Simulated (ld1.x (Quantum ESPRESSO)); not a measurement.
**Xe (Z = 54): excitation energies, all-electron against TM semilocal**

* Element: xenon (Xe)
* Generator: ld1.x (Quantum ESPRESSO) 7.5
* Type: norm-conserving Troullier–Martins (semilocal form)
* Functional: PBE
* Relativity: scalar-relativistic
* Frozen core: [Kr] 4d10
* Valence charge: 8
* Reference configuration: 5s2 5p6
* Partial waves: 5s (bound): rc 1.35 bohr; 5p (bound): rc 2.00 bohr; 5d channel at -0.1 Ry: rc 1.60 bohr
* Local potential: the d channel
* Core correction: a·sin(br)/r model core inside 0.85 bohr

Energies are relative to the spin-unpolarised reference configuration 5s2 5p6; without spin polarisation the order of configurations can differ from experiment.

| valence configuration | charge | ΔE all-electron (eV) | error AE − PS (meV) |
| --- | --- | --- | --- |
| 5s2 5p4 | +2 | 34.288 | -5.5 |
| 5s2 5p2 | +4 | 108.325 | -43 |
| 5s1 5p6 | +1 | 24.683 | -16 |
| 5s2 5p5.5 | +0.5 | 5.171 | -1.3 |

**Question.** What are ΔE and the potential's error for 5s2 5p5?

**Answer.** ΔE = 12.537 eV all-electron; the error (AE − PS) is -2.4 meV.

**Question.** What are ΔE and the potential's error for 5s2 5p3?

**Answer.** ΔE = 66.010 eV all-electron; the error (AE − PS) is -15 meV.

Levels in the configuration 5s2 5p5:

```tsv
level	all-electron (eV)	pseudo (eV)
5s	-29.078	-29.072
5p	-17.008	-17.005
```
